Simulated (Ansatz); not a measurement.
C₂H₅NSi, SMILES `C1=C[SiH2]N1`. The species carries charge 0 and has multiplicity 1.

| atom | x (Å) | y (Å) | z (Å) |
| --- | --- | --- | --- |
| C1 | 0.401 | -0.273 | 0.984 |
| C2 | 1.185 | 0.101 | -0.051 |
| Si3 | -0.382 | 0.364 | -0.971 |
| N4 | -0.952 | -0.043 | 0.660 |
| H5 | 0.680 | -0.663 | 1.963 |
| H6 | 2.259 | 0.165 | -0.085 |
| H7 | -0.790 | 1.708 | -1.457 |
| H8 | -0.760 | -0.642 | -1.999 |
| H9 | -1.641 | -0.717 | 0.955 |

(1) List the harmonic frequencies (cm⁻¹, unscaled) at PBE0-D4/def2-TZVP in Ansatz. (Best estimate.)

(2) Is this a minimum?

(3) Give the ideal-gas thermochemistry at 298.15 K and 1 bar (rigid rotor, harmonic oscillator; point group C1, symmetry number 1).

(4) Rotational constants (cm⁻¹)?

Answers

(1) Ansatz gave: 283, 504, 608, 624, 669, 691, 722, 772, 883, 959, 972, 1059, 1103, 1245, 1310, 1566, 2220, 2225, 3139, 3291, 3625.

(2) Yes, all 21 modes are real.

(3) Zero-point energy 170.3 kJ/mol; H(298) − E = 184.5 kJ/mol; entropy 283.0 J/(mol·K), of which translation 162.0, rotation 101.1, vibration 19.9; G(298) − E = 100.1 kJ/mol.

(4) 0.3771, 0.2551, 0.1618.
